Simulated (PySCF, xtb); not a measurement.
chlorobenzene (C6H5Cl), SMILES Clc1ccccc1.

GFN2-xTB in xtb 6.7.1 at its own geometry gives an orbital gap of 4.35 eV and a dipole moment of 1.82 D.

Coordinates come from a PBE0-D3(BJ)/def2-SVP optimisation.

Task: What does PBE/def2-TZVP run with PySCF give? (Estimate from the structure and the level; the computed values follow.)

Result: gap 4.61 eV (levels -6.10 and -1.49 eV), dipole 1.55 D.
